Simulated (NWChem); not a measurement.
Species: BCl cation, doublet

```xyz
2

B      0.0000     0.0000    -1.2134
Cl     0.0000     0.0000     0.3903
```
Atoms are numbered in this order, from 1.

Computed with NWChem. Spin-unrestricted. Coordinates come from a PBE0/def2-SVP, spin-unrestricted optimisation. No stability test was run on the SCF state. Fermi-contact couplings, non-relativistic, static geometry.

Question: Predict the results for PBE0/aug-cc-pVTZ-J. Quantities: A(iso) 11B atom 1 (MHz); A(iso) 35Cl atom 2 (MHz); <S²>.

Answer: 
```yaml
A(iso) 11B atom 1 (MHz): 1383
A(iso) 35Cl atom 2 (MHz): 20.8
"<S²>": 0.758
```
